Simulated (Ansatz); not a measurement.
Start from `[NH]=[Ta]([OH])([F])[F]` and change one atom or group to get `[NH]=[Ta]([NH2])([OH])[F]`.

Ansatz, PBE0-D4/def2-TZVP geometries, multiplicity 1. Each molecule was computed in one conformer, which needn't be the lowest.

Elements past krypton have def2 core potentials.

| property | `[NH]=[Ta]([OH])([F])[F]` |
| --- | --- |
| size of the dipole moment (PBE/def2-TZVPP) / D | 2.31 |
| HOMO energy (ωB97M-V/def2-TZVPP) / eV | -10.51 |
| HOMO–LUMO gap (ωB97M-V/def2-TZVPP) / eV | 11.40 |
| HOMO energy (PBE0/def2-TZVPP) / eV | -8.19 |
| HOMO–LUMO gap (PBE0/def2-TZVPP) / eV | 7.56 |
| HOMO–LUMO gap (PBE/def2-TZVPP) / eV | 5.25 |

Task: What does the change do to each property? (Estimate.)

Result: Ansatz gave: 
```json
{"property": "size of the dipole moment (PBE/def2-TZVPP) / D", "`[NH]=[Ta]([NH2])([OH])[F]`": "2.30", "shift": "-0.01"}
{"property": "HOMO energy (ωB97M-V/def2-TZVPP) / eV", "`[NH]=[Ta]([NH2])([OH])[F]`": "-10.07", "shift": "0.44"}
{"property": "HOMO–LUMO gap (ωB97M-V/def2-TZVPP) / eV", "`[NH]=[Ta]([NH2])([OH])[F]`": "11.23", "shift": "-0.17"}
{"property": "HOMO energy (PBE0/def2-TZVPP) / eV", "`[NH]=[Ta]([NH2])([OH])[F]`": "-7.73", "shift": "0.46"}
{"property": "HOMO–LUMO gap (PBE0/def2-TZVPP) / eV", "`[NH]=[Ta]([NH2])([OH])[F]`": "7.55", "shift": "-0.01"}
{"property": "HOMO–LUMO gap (PBE/def2-TZVPP) / eV", "`[NH]=[Ta]([NH2])([OH])[F]`": "5.29", "shift": "0.04"}
```

The zero-point energy changes by 60.4 kJ/mol with +6 modes. Dipoles are sizes alone; their direction can turn.
